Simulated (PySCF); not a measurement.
## Relaxation of triplet Sr2Te

All numbers come from PySCF, UPBE0, basis Te def2-SVP with ECP28, Sr def2-SVP with ECP28 (scalar-relativistic core potentials, no spin–orbit coupling, density fitting). A (50,194) grid was used.

A hand-made linear start, of D∞h symmetry, held to at least that symmetry:

Coordinates in bohr (charge 0 multiplicity 3):
```
Te    0.0000    0.0000    0.0000
Sr    0.0000    0.0000    6.0660
Sr    0.0000    0.0000   -6.0660
```

Optimiser trace:
```tsv
step	E − E(last) (kJ/mol)	largest gradient (Eh/bohr)
0	21.17	0.01774
1	10.77	0.01346
2	0.28	0.00274
3	0.03	0.00071
4	0.00	0.00002
```

It ends at D∞h with Te–Sr 2.997 Å (×2); Sr–Te–Sr 180.0°. A frequency run shows a minimum. Other isomers or separated fragments may lie lower.

At this level a singlet minimum of C2v symmetry lies 28 kJ/mol below this structure. No spin–orbit coupling is included, which matters more the heavier the element.

The relaxation took roughly 30 core-seconds on a shared host.
